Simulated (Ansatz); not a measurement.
**A barrier at the coupled-cluster level**

Start structure (CH₉AsGe, singlet), relaxed at PBE0-D4/def2-TZVP:

```csv
atom,x (Å),y (Å),z (Å)
Ge1,-0.5548,0.5324,0.4703
H2,0.8275,0.5485,-0.2107
H3,-1.5086,-0.3157,-0.3894
H4,-0.4122,-0.1281,1.8518
C5,-1.2366,2.3545,0.6485
H6,2.7314,-2.0978,-0.6425
As7,1.3456,-2.7246,-0.6182
H8,-1.3316,2.8208,-0.3328
H9,-2.2167,2.3458,1.1267
H10,-0.5580,2.9549,1.2556
H11,1.0377,-2.2354,-2.0252
H12,1.8760,-4.0552,-1.1341
```

The step: CH₆Ge ([CH3][GeH3]) + AsH₃ → CH₇AsGe ([CH3][GeH2][AsH2]) + H₂; bonds formed: Ge1–As7, H2–H6; bonds broken: Ge1–H2, H6–As7. Computed with Ansatz 0.2.0 (basis: def2-TZVPP and def2-QZVPP); correlated methods freeze the cores. Filled d shells of the heavier atoms are correlated. The def2 sets are not built for correlating such inner shells, so the correlated values are less sure here. Extrapolation: Hartree–Fock as exp(−7.88 √X), correlation as X^−2.97. Energies below are by CCSD(T) at an estimated basis limit (MP2 extrapolated from triple and quadruple zeta, plus CCSD(T) − MP2 in triple zeta).

(1) What are the electronic barrier and the energy of the step, from the start structure to the end structure? (Judge from chemistry; the value comes from the calculation.)

No T1 diagnostic of these runs exceeds 0.012.

Results:

(1) By the calculation: Barrier 59.10 kcal/mol; step energy -4.30 kcal/mol (downhill); reverse barrier, their difference, 63.40 kcal/mol. Barrier and step energy count from the start structure, the reverse barrier from the end structure.

The saddle point: One imaginary mode of 1232i cm⁻¹.
| pair | start (Å) | saddle (Å) | end (Å) |
| --- | --- | --- | --- |
| Ge1–As7 | 3.92 | 2.86 | 2.43 |
| H2–H6 | 3.29 | 0.99 | 0.75 |
| Ge1–H2 | 1.54 | 1.87 | 3.84 |
| H6–As7 | 1.52 | 1.78 | 3.33 |

Zero-point energy (harmonic, PBE0-D4): ZPE is 51.50 kcal/mol at the start and 50.26 kcal/mol at the saddle, so the barrier goes from 59.10 to 57.86 kcal/mol.

Labels in which every atom is bracketed show which atoms are joined, not bond orders.

For scale, one of the runs: CCSD(T)/def2-TZVPP, 253 basis functions, launched by `ansatz run in.yaml --threads 8 --pin off --events-out ev --progress --plain --max-ram 19148MiB`. Hardware: 8 CPU threads of an Arm Neoverse V2, shared host. Wall time 2.5 min; peak host memory 5.6 GiB.
